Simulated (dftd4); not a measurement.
CH₂Cl₆Si₂, charge -1, doublet, geometry from GFN2-xTB (a state made from the parent by changing its charge; the spin is typed, not shown lowest); D4 for pbe (dftd4 4.2.0).

The dftd4 input:
```
$ dftd4 mol.xyz --func pbe --charge -1 --json dftd4.json --noedisp --grad

# file mol.xyz
11

Cl     3.08799008    -0.39677225    -1.26569421
Si     1.47398113     0.29321702    -0.19461162
Cl     2.17933231     0.66766398     1.66884890
Cl     0.97661910     2.06905610    -1.02181231
C      0.10544345    -0.99510331    -0.21573527
Si    -1.63560367    -0.25343323     0.20330251
Cl    -2.05187644     0.25737694    -1.98728099
Cl    -1.20310332    -0.20377725     2.43948372
Cl    -2.91612256    -1.88424425     0.27626352
H      0.33616261    -1.78103735     0.50587682
H      0.05562643    -1.46347131    -1.19988467
```

What the program printed (banner, timings and long lists left out):

```
                    ____  _____ _____     ____  _  _
      -------------|  _ \|  ___|_   _|---|  _ \| || |------------
     |             | | | | |_    | | ___ | | | | || |_           |
     |             | |_| |  _|   | ||___|| |_| |__   _|          |
     |             |____/|_|     |_|     |____/   |_|            |
     |             ===================================           |
     |            E. Caldeweyher, S. Ehlert & S. Grimme          |
     |          Mulliken Center for Theoretical Chemistry        |
     |                    University of Bonn                     |
      -----------------------------------------------------------

Rational (Becke-Johnson) damping: pbe-D4-ATM
---------------------
  s6         1.0000
  s8         0.9595
  s9         1.0000
  a1         0.3857
  a2         4.8069
 alp        16.0000
--------------------

Dispersion energy:      -2.5983443538595E-02 Eh

Gradient norm:           2.3699629599968E-03 Eh/a0
--------------------------------------------------
     #    Z           dE/dx      dE/dy      dE/dz
--------------------------------------------------
     1   17 Cl    7.003E-04 -2.101E-04 -3.696E-04
     2   14 Si   -6.401E-04 -1.606E-04  6.279E-05
     3   17 Cl    7.465E-04  2.548E-04  6.175E-04
     4   17 Cl    3.503E-04  9.356E-04 -3.673E-04
     5    6 C    -2.201E-04 -1.462E-04  4.258E-06
     6   14 Si    8.464E-04 -8.328E-05 -1.962E-04
     7   17 Cl   -6.218E-04  2.408E-05 -2.315E-04
     8   17 Cl   -5.857E-04 -1.338E-05  4.564E-04
     9   17 Cl   -5.963E-04 -4.046E-04  6.745E-05
    10    1 H     1.404E-05 -1.042E-04  3.006E-06
    11    1 H     6.415E-06 -9.214E-05 -4.688E-05
--------------------------------------------------

Virial:
--------------------------------------------------
      component           x          y          z
--------------------------------------------------
          x       1.040E-02  3.421E-03 -2.379E-05
          y       3.421E-03  6.426E-03 -6.680E-04
          z      -2.379E-05 -6.680E-04  6.558E-03
--------------------------------------------------

[Info] Dispersion results written to 'dftd4.txt'
[Info] JSON dump of results written to 'dftd4.json'
```
